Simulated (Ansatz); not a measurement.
**Worked example: C3H8AlCl + SiH3(OH) → C3H9AlO + SiH3Cl**

Species: C3H8AlCl `C[CH](C)[AlH][Cl]`, singlet; SiH3(OH) (silanol), singlet; C3H9AlO `C[CH](C)[AlH][OH]`, singlet; SiH3Cl (chlorosilane) `[SiH3]Cl`, singlet. The partners trade Cl for OH: Al–Cl and Si–OH bonds give way to Al–OH and Si–Cl.

Shapes, held fixed at every level: PBE0-D4/def2-TZVP. Flexible molecules stand in one conformer, not always the lowest. Programs: Ansatz 0.2.0. Electronic energies: no zero-point or thermal term.

At CCSD(T)/CBS estimate; 1 Eh = 2625.50 kJ/mol:

```
 species  energy (Eh)
C3H8AlCl  -820.836015
SiH3(OH)  -366.690417
 C3H9AlO  -436.821316
  SiH3Cl  -750.696358
```

Task: Work out ΔE of the reaction at this level.

Result: 
1. Products less reactants: (-436.821316) + (-750.696358) − [(-820.836015) + (-366.690417)] = 0.008758 Eh = +23.0 kJ/mol.

Other levels give +18.1 (PBE-D4/def2-TZVPP) to +26.1 kJ/mol (BHLYP-D4/def2-TZVPP). No measured value is set beside it here. The CBS estimate extrapolates MP2 from def2-TZVPP and def2-QZVPP and adds CCSD(T) − MP2 in the triple-zeta set, cores frozen.
